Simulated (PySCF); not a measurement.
**Continuum solvent and chemical shifts**

Atom-mapped SMILES (the numbers label the heavy atoms): `[cH:1]1[cH:2][cH:3][c:4](-[c:5]2[cH:6][cH:7][cH:8][s:9]2)[cH:10][cH:11]1`. Each H is labelled by its parent atom.

GIAO PBE0/pcSseg-1 in PySCF 2.14.0 with density-fitted response routines on one PBE0-D3(BJ)/def2-SVP conformer, non-relativistic, equivalent nuclei averaged. Solvents enter as an IEF-PCM continuum (cyclohexane with ε = 2.0, chloroform with ε = 4.7, dimethylsulfoxide with ε = 46.8) around the gas-phase geometry. Shifts are referred to TMS, CS2 computed in the same medium.

In cyclohexane, δ in ppm: C5 151.9, C4 138.1, C2/C11 134.9, C7 133.5, C1 133.3, C8 132.4, C3/C10 129.2, C6 126.8, S9 206.9, H(C3)/H(C10) 7.93, H(C6) 7.72, H(C2)/H(C11) 7.53, H(C1) 7.36, H(C7) 7.21. Dipole moment 0.60 D.

**Question.** How does each δ change in the more polar media?

**Answer.** 
```json
{"atoms": "C5", "environment": "substituted aromatic carbon next to the ring sulfur", "Δδ, chloroform": "-0.1", "Δδ, dimethylsulfoxide": "-0.2"}
{"atoms": "C4", "environment": "substituted aromatic carbon", "Δδ, chloroform": "+0.2", "Δδ, dimethylsulfoxide": "+0.3"}
{"atoms": "C2/C11", "environment": "aromatic CH", "Δδ, chloroform": "+0.6", "Δδ, dimethylsulfoxide": "+1.2"}
{"atoms": "C7", "environment": "aromatic CH", "Δδ, chloroform": "+0.8", "Δδ, dimethylsulfoxide": "+1.6"}
{"atoms": "C1", "environment": "aromatic CH", "Δδ, chloroform": "+0.7", "Δδ, dimethylsulfoxide": "+1.3"}
{"atoms": "C8", "environment": "aromatic CH next to the ring sulfur", "Δδ, chloroform": "+1.0", "Δδ, dimethylsulfoxide": "+1.9"}
{"atoms": "C3/C10", "environment": "aromatic CH", "Δδ, chloroform": "+0.5", "Δδ, dimethylsulfoxide": "+0.9"}
{"atoms": "C6", "environment": "aromatic CH", "Δδ, chloroform": "+1.0", "Δδ, dimethylsulfoxide": "+2.0"}
{"atoms": "S9", "environment": "aromatic ring sulfur", "Δδ, chloroform": "-1.2", "Δδ, dimethylsulfoxide": "-2.2"}
{"atoms": "H(C3)/H(C10)", "environment": "hydrogen on an aromatic CH", "Δδ, chloroform": "+0.08", "Δδ, dimethylsulfoxide": "+0.16"}
{"atoms": "H(C6)", "environment": "hydrogen on an aromatic CH", "Δδ, chloroform": "+0.11", "Δδ, dimethylsulfoxide": "+0.22"}
{"atoms": "H(C2)/H(C11)", "environment": "hydrogen on an aromatic CH", "Δδ, chloroform": "+0.09", "Δδ, dimethylsulfoxide": "+0.17"}
{"atoms": "H(C1)", "environment": "hydrogen on an aromatic CH", "Δδ, chloroform": "+0.08", "Δδ, dimethylsulfoxide": "+0.17"}
{"atoms": "H(C7)", "environment": "hydrogen on an aromatic CH", "Δδ, chloroform": "+0.09", "Δδ, dimethylsulfoxide": "+0.18"}
```

Changes are relative to cyclohexane. The dipole moment becomes 0.69 D in chloroform, 0.77 D in dimethylsulfoxide.

**Question.** Which nuclei move most (in ppm), and what does the model miss?

**Answer.** S9 (aromatic ring sulfur, -2.2 ppm) in dimethylsulfoxide. A continuum only polarises the solute; specific hydrogen bonds, the anisotropy of aromatic solvents and changes of geometry or conformer are outside it.
